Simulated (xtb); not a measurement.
Input for xtb: GFN2-xTB on H6OSn2 (SMILES [SnH3][O][SnH3]).

```
$ xtb mol.xyz --gfn 2 --sp --chrg 0 --uhf 0
9

O      0.36645675    -0.75582422     0.00000000
Sn    -1.60077250    -0.82311899     0.00000000
H     -1.97409727    -2.48895076    -0.00000000
H     -2.16018380    -0.02761750    -1.41288568
H     -2.16018380    -0.02761750     1.41288568
Sn     1.63736885     0.74746646    -0.00000000
H      0.73678499     2.20972607    -0.00000000
H      2.57721339     0.58296822    -1.41944810
H      2.57721339     0.58296822     1.41944810
```

Program output:

```
[...]
           -------------------------------------------------
          |                Calculation Setup                |
           -------------------------------------------------



molecular fragmentation (1/2 indicates fragments):
111111112
# atoms in fragment 1/2:     8     1
 fragment masses (1/2) :      258.46        1.01
CMA distance (Bohr)    :   5.660
constraining FC (au)   :  0.0500

           -------------------------------------------------
          |                 G F N 2 - x T B                 |
           -------------------------------------------------

        Reference                      10.1021/acs.jctc.8b01176
      * Hamiltonian:
        H0-scaling (s, p, d)           1.850000    2.230000    2.230000
        zeta-weighting                 0.500000
      * Dispersion:
        s8                             2.700000
        a1                             0.520000
        a2                             5.000000
        s9                             5.000000
      * Repulsion:
        kExp                           1.500000    1.000000
        rExp                           1.000000
      * Coulomb:
        alpha                          2.000000
        third order                    shell-resolved
        anisotropic                    true
        a3                             3.000000
        a5                             4.000000
        cn-shift                       1.200000
        cn-exp                         4.000000
        max-rad                        5.000000


          ...................................................
          :                      SETUP                      :
          :.................................................:
          :  # basis functions                  30          :
          :  # atomic orbitals                  28          :
          :  # shells                           14          :
          :  # electrons                        20          :
          :  max. iterations                   250          :
          :  Hamiltonian                  GFN2-xTB          :
          :  restarted?                      false          :
          :  GBSA solvation                  false          :
          :  PC potential                    false          :
          :  electronic temp.          300.0000000     K    :
          :  accuracy                    1.0000000          :
          :  -> integral cutoff          0.2500000E+02      :
          :  -> integral neglect         0.1000000E-07      :
          :  -> SCF convergence          0.1000000E-05 Eh   :
          :  -> wf. convergence          0.1000000E-03 e    :
          :  Broyden damping             0.4000000          :
          :  net charge                          0          :
          :  unpaired electrons                  0          :
          ...................................................

 iter      E             dE          RMSdq      gap      omega  full diag
   1    -11.2480064 -0.112480E+02  0.157E+01    5.22       0.0  T
   2    -11.2753702 -0.273638E-01  0.121E+01    5.41       1.0  T
   3    -11.0091329  0.266237E+00  0.841E+00    4.09       1.0  T
   4    -11.2921118 -0.282979E+00  0.628E-01    5.24       1.0  T
   5    -11.2922022 -0.904450E-04  0.473E-01    5.20       1.0  T
   6    -11.2925971 -0.394887E-03  0.137E-01    5.16       1.0  T
   7    -11.2926061 -0.892323E-05  0.460E-02    5.16       1.0  T
   8    -11.2926084 -0.233116E-05  0.209E-02    5.16       1.6  T
   9    -11.2926089 -0.503489E-06  0.188E-02    5.16       1.8  T
  10    -11.2926092 -0.315700E-06  0.385E-03    5.16       8.6  T
  11    -11.2926092 -0.120527E-07  0.883E-04    5.16      37.7  T
  12    -11.2926092 -0.697003E-09  0.344E-04    5.16      97.0  T

   *** convergence criteria satisfied after 12 iterations ***

         #    Occupation            Energy/Eh            Energy/eV
      -------------------------------------------------------------
         1        2.0000           -0.7961181             -21.6635
       ...           ...                  ...                  ...
         4        2.0000           -0.4772375             -12.9863
         5        2.0000           -0.4702145             -12.7952
         6        2.0000           -0.4693906             -12.7728
         7        2.0000           -0.4505658             -12.2605
         8        2.0000           -0.4473884             -12.1741
         9        2.0000           -0.4323356             -11.7645
        10        2.0000           -0.4262617             -11.5992 (HOMO)
        11                         -0.2365571              -6.4370 (LUMO)
        12                         -0.1889977              -5.1429
        13                         -0.1750346              -4.7629
        14                         -0.1718181              -4.6754
        15                         -0.1580676              -4.3012
       ...                                ...                  ...
        28                          0.6734073              18.3243
      -------------------------------------------------------------
                  HL-Gap            0.1897046 Eh            5.1621 eV
             Fermi-level           -0.3314094 Eh           -9.0181 eV

 SCC (total)                   0 d,  0 h,  0 min,  0.008 sec
 SCC setup                      ...        0 min,  0.000 sec (  1.857%)
 Dispersion                     ...        0 min,  0.000 sec (  0.622%)
 classical contributions        ...        0 min,  0.000 sec (  0.316%)
 integral evaluation            ...        0 min,  0.001 sec ( 15.214%)
 iterations                     ...        0 min,  0.004 sec ( 53.813%)
 molecular gradient             ...        0 min,  0.002 sec ( 26.363%)
 printout                       ...        0 min,  0.000 sec (  1.541%)

         :::::::::::::::::::::::::::::::::::::::::::::::::::::
         ::                     SUMMARY                     ::
         :::::::::::::::::::::::::::::::::::::::::::::::::::::
         :: total energy             -11.273635263453 Eh    ::
         :: gradient norm              0.021393035201 Eh/a0 ::
         :: HOMO-LUMO gap              5.162124994048 eV    ::
         ::.................................................::
         :: SCC energy               -11.292605204135 Eh    ::
         :: -> isotropic ES            0.040142648941 Eh    ::
         :: -> anisotropic ES         -0.009382896328 Eh    ::
         :: -> anisotropic XC         -0.001493965624 Eh    ::
         :: -> dispersion             -0.004951819015 Eh    ::
         :: repulsion energy           0.018969940683 Eh    ::
         :: add. restraining           0.000000000000 Eh    ::
         :: total charge              -0.000000000000 e     ::
         :::::::::::::::::::::::::::::::::::::::::::::::::::::

           -------------------------------------------------
          |                Property Printout                |
           -------------------------------------------------

    * Orbital Energies and Occupations

         #    Occupation            Energy/Eh            Energy/eV
      -------------------------------------------------------------
         1        2.0000           -0.7961181             -21.6635
         2        2.0000           -0.7942800             -21.6135
         3        2.0000           -0.6269844             -17.0611
         4        2.0000           -0.4772375             -12.9863
         5        2.0000           -0.4702145             -12.7952
         6        2.0000           -0.4693906             -12.7728
         7        2.0000           -0.4505658             -12.2605
         8        2.0000           -0.4473884             -12.1741
         9        2.0000           -0.4323356             -11.7645
        10        2.0000           -0.4262617             -11.5992 (HOMO)
        11                         -0.2365571              -6.4370 (LUMO)
        12                         -0.1889977              -5.1429
        13                         -0.1750346              -4.7629
        14                         -0.1718181              -4.6754
        15                         -0.1580676              -4.3012
        16                         -0.1510541              -4.1104
        17                         -0.1462493              -3.9796
        18                         -0.1073006              -2.9198
        19                         -0.0682198              -1.8564
        20                         -0.0483744              -1.3163
        21                          0.0064161               0.1746
       ...                                ...                  ...
        28                          0.6734073              18.3243
      -------------------------------------------------------------
                  HL-Gap            0.1897046 Eh            5.1621 eV
             Fermi-level           -0.3314094 Eh           -9.0181 eV

     #   Z          covCN         q      C6AA      α(0)
     1   8 O        1.542    -0.485    22.664     6.422
     2  50 Sn       3.763     0.216   323.438    32.797
     3   1 H        0.925     0.017     2.782     2.608
     4   1 H        0.923     0.006     2.964     2.693
     5   1 H        0.923     0.006     2.964     2.693
     6  50 Sn       3.763     0.216   323.450    32.798
     7   1 H        0.922    -0.006     3.161     2.780
     8   1 H        0.924     0.015     2.805     2.619
     9   1 H        0.924     0.015     2.805     2.619

 Mol. C6AA /au·bohr⁶  :       2575.302993
 Mol. C8AA /au·bohr⁸  :     210563.308279
 Mol. α(0) /au        :         88.028965


Wiberg/Mayer (AO) data.
largest (>0.10) Wiberg bond orders for each atom

 ---------------------------------------------------------------------------
     #   Z sym  total        # sym  WBO       # sym  WBO       # sym  WBO
 ---------------------------------------------------------------------------
     1   8 O    2.204 --     6 Sn   0.883     2 Sn   0.880
     2  50 Sn   2.859 --     1 O    0.880     4 H    0.700     5 H    0.700
                             3 H    0.689
     3   1 H    0.990 --     2 Sn   0.689     4 H    0.113     5 H    0.113
     4   1 H    0.999 --     2 Sn   0.700     3 H    0.113     5 H    0.111
     5   1 H    0.999 --     2 Sn   0.700     3 H    0.113     4 H    0.111
     6  50 Sn   2.859 --     1 O    0.883     7 H    0.706     8 H    0.691
                             9 H    0.691
     7   1 H    0.999 --     6 Sn   0.706     9 H    0.110     8 H    0.110
     8   1 H    0.994 --     6 Sn   0.691     9 H    0.116     7 H    0.110
     9   1 H    0.994 --     6 Sn   0.691     8 H    0.116     7 H    0.110
 ---------------------------------------------------------------------------

Topologies differ in total number of bonds
Writing topology from bond orders to xtbtopo.mol

molecular dipole:
                 x           y           z       tot (Debye)
 q only:       -0.288       0.592       0.000
   full:       -0.249       0.529       0.000       1.487
molecular quadrupole (traceless):
                xx          xy          yy          xz          yz          zz
 q only:        4.666       4.308      -2.353       0.000       0.000      -2.313
  q+dip:       -1.107      -0.262      -0.983       0.000       0.000       2.090
   full:        3.811       3.674      -2.230       0.000       0.000      -1.580


           -------------------------------------------------
          | TOTAL ENERGY              -11.273635263453 Eh   |
          | GRADIENT NORM               0.021393035201 Eh/α |
          | HOMO-LUMO GAP               5.162124994048 eV   |
           -------------------------------------------------

------------------------------------------------------------------------
------------------------------------------------------------------------
Note: The following floating-point exceptions are signalling: IEEE_UNDERFLOW_FLAG IEEE_DENORMAL
normal termination of xtb
 total:
 SCF:
```

The run finished.

Cost: very roughly 0.05 core-seconds.
